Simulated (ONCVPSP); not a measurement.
# An all-electron radial function and its pseudo partner (hydrogen (H))

Columns: radius, all-electron u(r) and pseudo u(r) of the 1s shell (level -12.68 eV) of hydrogen in the configuration 1s0.5; PBE, scalar-relativistic, ONCV scheme, ONCVPSP 4.0.1.

```json
{"r (bohr)": "0.050", "all-electron": "0.1027", "pseudo": "0.0855"}
{"r (bohr)": "0.100", "all-electron": "0.1950", "pseudo": "0.1692"}
{"r (bohr)": "0.150", "all-electron": "0.2778", "pseudo": "0.2497"}
{"r (bohr)": "0.200", "all-electron": "0.3516", "pseudo": "0.3258"}
{"r (bohr)": "0.250", "all-electron": "0.4173", "pseudo": "0.3965"}
{"r (bohr)": "0.300", "all-electron": "0.4752", "pseudo": "0.4613"}
{"r (bohr)": "0.350", "all-electron": "0.5262", "pseudo": "0.5195"}
{"r (bohr)": "0.400", "all-electron": "0.5706", "pseudo": "0.5708"}
{"r (bohr)": "0.450", "all-electron": "0.6091", "pseudo": "0.6148"}
{"r (bohr)": "0.500", "all-electron": "0.6420", "pseudo": "0.6514"}
{"r (bohr)": "0.550", "all-electron": "0.6699", "pseudo": "0.6810"}
{"r (bohr)": "0.600", "all-electron": "0.6932", "pseudo": "0.7040"}
{"r (bohr)": "0.650", "all-electron": "0.7123", "pseudo": "0.7213"}
{"r (bohr)": "0.700", "all-electron": "0.7275", "pseudo": "0.7340"}
{"r (bohr)": "0.750", "all-electron": "0.7392", "pseudo": "0.7432"}
{"r (bohr)": "0.800", "all-electron": "0.7478", "pseudo": "0.7498"}
{"r (bohr)": "0.850", "all-electron": "0.7534", "pseudo": "0.7542"}
{"r (bohr)": "0.900", "all-electron": "0.7565", "pseudo": "0.7566"}
{"r (bohr)": "0.950", "all-electron": "0.7572", "pseudo": "0.7572"}
{"r (bohr)": "1.000", "all-electron": "0.7557", "pseudo": "0.7557"}
{"r (bohr)": "1.050", "all-electron": "0.7524", "pseudo": "0.7524"}
{"r (bohr)": "1.100", "all-electron": "0.7474", "pseudo": "0.7474"}
{"r (bohr)": "1.150", "all-electron": "0.7409", "pseudo": "0.7409"}
{"r (bohr)": "1.200", "all-electron": "0.7330", "pseudo": "0.7330"}
{"r (bohr)": "1.250", "all-electron": "0.7240", "pseudo": "0.7240"}
{"r (bohr)": "1.300", "all-electron": "0.7139", "pseudo": "0.7139"}
```

(1) How many radial nodes do the two functions have?

(2) At about which radius was the pseudo-wave matched?

(3) Is the pseudo-wave norm-conserving?

Results:

(1) The all-electron 1s function has n − l − 1 = 0; the pseudo-wave has 0.

(2) 1.00 bohr. The columns agree to 0.0005 from 0.90 bohr on; several derivatives are matched, so the curves merge somewhat inside the radius.

(3) Yes: the ONCV scheme keeps the norm inside the radius equal to the all-electron one, which fixes the energy derivative of the logarithmic derivative at the level.
